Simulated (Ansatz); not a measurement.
A run on `[OH][SbH][SiH3]` with other settings.

```yaml
crystal:
  periodic: [false, false, false]
  atoms:
    - {symbol: O, position_ang: [-1.836829, 0.555412, -0.858035]}
    - {symbol: Sb, position_ang: [0.127070, 0.572929, -1.305412]}
    - {symbol: Si, position_ang: [0.793578, -0.741842, 0.798842]}
    - {symbol: H, position_ang: [-2.408512, 0.459700, -1.571265]}
    - {symbol: H, position_ang: [0.467238, 2.090894, -0.530159]}
    - {symbol: H, position_ang: [0.131523, -0.241179, 1.960355]}
    - {symbol: H, position_ang: [2.280346, -0.581527, 0.967670]}
    - {symbol: H, position_ang: [0.488642, -2.198039, 0.542499]}
basis:
  gaussian: {orbitals: def2-SVPD, fitting: {mean_field: cc-pVTZ-jkfit}}
hamiltonian: {xc: {name: B2PLYP}}
```

```sh
$ ansatz run in.yaml --threads 2 --pin off --events-out ev --progress --plain --max-ram 4352MiB
```

Shortened log:

```
Functional definition: B2PLYP
Error: <dir> the basis set cc-pVTZ-JKFIT has no functions for Sb
```
